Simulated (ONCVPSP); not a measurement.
# u(r) = r·R(r): atom against pseudo-atom (magnesium (Mg))

Columns: radius, all-electron u(r) and pseudo u(r) of the 2p shell (level -48.67 eV) of magnesium in the configuration [He] 2s2 2p6 3s1.75; PBE, scalar-relativistic, ONCV scheme, ONCVPSP 4.0.1.

```json
{"r (bohr)": "0.062", "all-electron": "0.1430", "pseudo": "0.0773"}
{"r (bohr)": "0.125", "all-electron": "0.4103", "pseudo": "0.2878"}
{"r (bohr)": "0.188", "all-electron": "0.6693", "pseudo": "0.5652"}
{"r (bohr)": "0.250", "all-electron": "0.8719", "pseudo": "0.8289"}
{"r (bohr)": "0.312", "all-electron": "1.0148", "pseudo": "1.0285"}
{"r (bohr)": "0.375", "all-electron": "1.1037", "pseudo": "1.1454"}
{"r (bohr)": "0.438", "all-electron": "1.1451", "pseudo": "1.1855"}
{"r (bohr)": "0.500", "all-electron": "1.1502", "pseudo": "1.1752"}
{"r (bohr)": "0.562", "all-electron": "1.1293", "pseudo": "1.1396"}
{"r (bohr)": "0.625", "all-electron": "1.0895", "pseudo": "1.0917"}
{"r (bohr)": "0.688", "all-electron": "1.0373", "pseudo": "1.0373"}
{"r (bohr)": "0.750", "all-electron": "0.9786", "pseudo": "0.9785"}
{"r (bohr)": "0.812", "all-electron": "0.9160", "pseudo": "0.9159"}
{"r (bohr)": "0.875", "all-electron": "0.8510", "pseudo": "0.8509"}
{"r (bohr)": "0.938", "all-electron": "0.7864", "pseudo": "0.7863"}
{"r (bohr)": "1.000", "all-electron": "0.7245", "pseudo": "0.7244"}
{"r (bohr)": "1.062", "all-electron": "0.6651", "pseudo": "0.6650"}
{"r (bohr)": "1.125", "all-electron": "0.6079", "pseudo": "0.6079"}
{"r (bohr)": "1.188", "all-electron": "0.5542", "pseudo": "0.5542"}
{"r (bohr)": "1.250", "all-electron": "0.5049", "pseudo": "0.5048"}
{"r (bohr)": "1.312", "all-electron": "0.4591", "pseudo": "0.4590"}
{"r (bohr)": "1.375", "all-electron": "0.4161", "pseudo": "0.4161"}
{"r (bohr)": "1.438", "all-electron": "0.3766", "pseudo": "0.3766"}
{"r (bohr)": "1.500", "all-electron": "0.3409", "pseudo": "0.3409"}
{"r (bohr)": "1.562", "all-electron": "0.3083", "pseudo": "0.3083"}
{"r (bohr)": "1.625", "all-electron": "0.2780", "pseudo": "0.2780"}
```

(1) How many radial nodes do the two functions have?

(2) At about which radius was the pseudo-wave matched?

(3) Is the pseudo-wave norm-conserving?

Answers

(1) The all-electron 2p function has n − l − 1 = 0; the pseudo-wave has 0.

(2) 0.75 bohr, where the columns begin to agree (steps of 0.06 bohr).

(3) Yes: the ONCV scheme keeps the norm inside the radius equal to the all-electron one, which fixes the energy derivative of the logarithmic derivative at the level.
